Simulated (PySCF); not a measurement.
B2H3O2, AlB2H4, Cl2HSi, BH5OSi and others (calculated)

Computed with PySCF 2.14.0. Calculation on a computer-drawn molecule: optimised geometry and harmonic frequencies of an isolated molecule of the commonest isotopes, restricted reference for singlets and unrestricted otherwise, frozen core in MP2.

```yaml
- entry: 1
  formula: B2H3O2
  start_structure:
    atoms_angstrom:
      - [B, -0.7998, -0.6565, -3.759]
      - [O, -0.8527, -0.259, -2.4691]
      - [B, -0.9221, 0.0822, -1.2618]
      - [O, -1.0466, 0.4364, -0.0925]
      - [H, 0.1075, -0.3478, -4.4361]
      - [H, -1.6182, -1.4173, -4.1875]
      - [H, -0.9569, 0.8301, 0.7716]
  given:
    charge: 1
    multiplicity: 1
    method: HF
    basis: cc-pVDZ
    drawn_bonds_atom: [1, 2, 3, 1, 1, 4]
    drawn_bonds_other_atom: [2, 3, 4, 5, 6, 7]
    drawn_bonds_order: [1, 1, 1, 1, 1, 1]
  results:
    optimised_atom_element: [B, O, B, O, H, H, H]
    "optimised_atom_x [angstrom]": [-0.7689, -0.8805, -1.026, -1.239, 0.1698, -1.629, -0.7143]
    "optimised_atom_y [angstrom]": [-0.6878, -0.2728, 0.05095, 0.3397, -0.2567, -1.404, 0.8987]
    "optimised_atom_z [angstrom]": [-3.788, -2.411, -1.232, -0.02378, -4.361, -4.165, 0.5458]
    "modes_frequency [cm^-1]": [46.11, 84.93, 188.7, 447.5, 510.8, 740.8, 805.9, 1023, 1110, 1283, 1310, 2182, 2806, 2959, 4036]
    "modes_reduced_mass [dalton]": [3.713, 4.794, 1.093, 3.385, 9.515, 5.975, 1.413, 1.257, 1.313, 3.184, 1.472, 10.57, 1.038, 1.146, 1.07]
    "rotational_constants [GHz]": [178.4, 3.817, 3.737]
    "total_energy [hartree]": -200.6988
    "convergence_status_largest_gradient_component [hartree/bohr]": 2.728e-05
- entry: 2
  formula: AlB2H4
  start_structure:
    atoms_angstrom:
      - [B, 0.3153, 1.3065, -1.5495]
      - [Al, 0.5575, -0.6545, -1.053]
      - [B, -1.2776, -1.4075, -0.6555]
      - [H, -0.3657, 2.1667, -1.7171]
      - [H, 1.9565, -1.2582, -0.9288]
      - [H, -1.9617, -1.7897, -1.5565]
      - [H, -1.8512, -1.2859, 0.335]
  given:
    charge: 0
    multiplicity: 2
    method: HF
    basis: "cc-pV(D+d)Z"
    drawn_bonds_atom: [1, 2, 1, 2, 3, 3]
    drawn_bonds_other_atom: [2, 3, 4, 5, 6, 7]
    drawn_bonds_order: [1, 1, 1, 1, 1, 1]
  results:
    optimised_atom_element: [B, Al, B, H, H, H, H]
    "optimised_atom_x [angstrom]": [0.2962, 0.3597, -1.426, 0.2581, 1.804, -2.031, -1.889]
    "optimised_atom_y [angstrom]": [1.512, -0.4754, -1.6, 2.66, -1.131, -2.204, -1.684]
    "optimised_atom_z [angstrom]": [-1.596, -1.05, -0.6222, -1.911, -0.9626, -1.471, 0.4868]
    "modes_frequency [cm^-1]": [134.2, 148.5, 289.0, 357.8, 532.7, 546.6, 601.5, 668.4, 755.1, 906.3, 1245, 1951, 2643, 2709, 2807]
    "modes_reduced_mass [dalton]": [1.088, 3.119, 1.256, 1.077, 1.141, 3.499, 1.313, 5.12, 1.412, 1.373, 1.129, 1.042, 1.054, 1.12, 1.1]
    "rotational_constants [GHz]": [23.29, 5.199, 4.404]
    "total_energy [hartree]": -293.4891
    spin_squared: 0.7598
    "convergence_status_largest_gradient_component [hartree/bohr]": 2.076e-05
- entry: 3
  formula: Cl2HSi
  start_structure:
    atoms_angstrom:
      - [Cl, -1.1625, -0.4912, -0.1419]
      - [Si, -2.4122, -2.0282, 0.4254]
      - [Cl, -3.5851, -2.6119, -1.1653]
      - [H, -3.2955, -1.5366, 1.4974]
  given:
    charge: 0
    multiplicity: 2
    method: MP2
    basis: "cc-pV(D+d)Z"
    drawn_bonds_atom: [1, 2, 2]
    drawn_bonds_other_atom: [2, 3, 4]
    drawn_bonds_order: [1, 1, 1]
  results:
    optimised_atom_element: [Cl, Si, Cl, H]
    "optimised_atom_x [angstrom]": [-1.16, -2.41, -3.589, -3.297]
    "optimised_atom_y [angstrom]": [-0.4891, -2.027, -2.616, -1.535]
    "optimised_atom_z [angstrom]": [-0.1372, 0.4184, -1.164, 1.498]
    "modes_frequency [cm^-1]": [183.7, 525.9, 595.8, 681.6, 781.7, 2266]
    "modes_reduced_mass [dalton]": [26.16, 19.57, 13.02, 1.173, 1.086, 1.043]
    "rotational_constants [GHz]": [15.99, 2.501, 2.188]
    "total_energy [hartree]": -1208.9417
    spin_squared: 0.7542
    "convergence_status_largest_gradient_component [hartree/bohr]": 5.209e-07
- entry: 4
  formula: BH5OSi
  start_structure:
    atoms_angstrom:
      - [B, -1.7706, 1.688, 0.5359]
      - [Si, -0.1692, 0.6457, 0.6604]
      - [O, -0.6021, -0.8693, 1.0899]
      - [H, -1.7423, 2.8572, 0.2202]
      - [H, -2.8943, 1.2397, 0.7941]
      - [H, 0.914, 1.1775, 1.5988]
      - [H, 0.5989, 0.5966, -0.6343]
      - [H, 0.0224, -1.5334, 1.1977]
  given:
    charge: 0
    multiplicity: 1
    method: HF
    basis: "cc-pV(D+d)Z"
    drawn_bonds_atom: [1, 2, 1, 1, 2, 2, 3]
    drawn_bonds_other_atom: [2, 3, 4, 5, 6, 7, 8]
    drawn_bonds_order: [1, 1, 1, 1, 1, 1, 1]
  results:
    optimised_atom_element: [B, Si, O, H, H, H, H, H]
    "optimised_atom_x [angstrom]": [-1.814, -0.1488, -0.5488, -1.71, -2.913, 0.808, 0.5423, 0.1415]
    "optimised_atom_y [angstrom]": [1.745, 0.5951, -0.9478, 2.899, 1.329, 1.189, 0.5786, -1.586]
    "optimised_atom_z [angstrom]": [0.5383, 0.6525, 1.11, 0.2217, 0.7729, 1.625, -0.665, 1.207]
    "modes_frequency [cm^-1]": [104.8, 221.5, 252.7, 461.7, 614.6, 683.0, 808.4, 858.6, 879.1, 981.5, 1022, 1037, 1263, 2260, 2277, 2676, 2757, 4174]
    "modes_reduced_mass [dalton]": [1.04, 2.782, 1.082, 1.194, 2.075, 1.855, 1.13, 1.105, 6.255, 1.368, 1.284, 1.081, 1.163, 1.049, 1.03, 1.056, 1.124, 1.067]
    "rotational_constants [GHz]": [20.49, 6.43, 5.181]
    "total_energy [hartree]": -391.4009
    "convergence_status_largest_gradient_component [hartree/bohr]": 4.021e-05
- entry: 5
  formula: CH4BF
  start_structure:
    atoms_angstrom:
      - [C, -0.6946, -0.3057, 1.0647]
      - [B, 0.1855, -0.7036, 2.2023]
      - [F, -0.1641, -1.6245, 3.1082]
      - [H, -1.6665, -0.8008, 1.0467]
      - [H, -0.9782, 0.8111, 1.0403]
      - [H, -0.2867, -0.5301, 0.0447]
      - [H, 1.2866, -0.2679, 2.3358]
  given:
    charge: 0
    multiplicity: 1
    method: HF
    basis: cc-pVDZ
    drawn_bonds_atom: [1, 2, 1, 1, 1, 2]
    drawn_bonds_other_atom: [2, 3, 4, 5, 6, 7]
    drawn_bonds_order: [1, 1, 1, 1, 1, 1]
  results:
    optimised_atom_element: [C, B, F, H, H, H, H]
    "optimised_atom_x [angstrom]": [-0.7511, 0.2068, -0.1758, -1.711, -0.9293, -0.2644, 1.307]
    "optimised_atom_y [angstrom]": [-0.3036, -0.7104, -1.611, -0.8219, 0.7773, -0.5031, -0.2492]
    "optimised_atom_z [angstrom]": [1.027, 2.197, 3.103, 1.053, 1.055, 0.06576, 2.342]
    "modes_frequency [cm^-1]": [55.33, 413.4, 685.2, 827.4, 1075, 1083, 1164, 1366, 1462, 1554, 1556, 2718, 3162, 3220, 3267]
    "modes_reduced_mass [dalton]": [1.193, 2.704, 1.103, 1.835, 1.789, 2.078, 1.531, 2.086, 1.618, 1.114, 1.05, 1.093, 1.041, 1.096, 1.101]
    "rotational_constants [GHz]": [48.94, 8.633, 7.682]
    "total_energy [hartree]": -164.3848
    "convergence_status_largest_gradient_component [hartree/bohr]": 3.413e-05
```
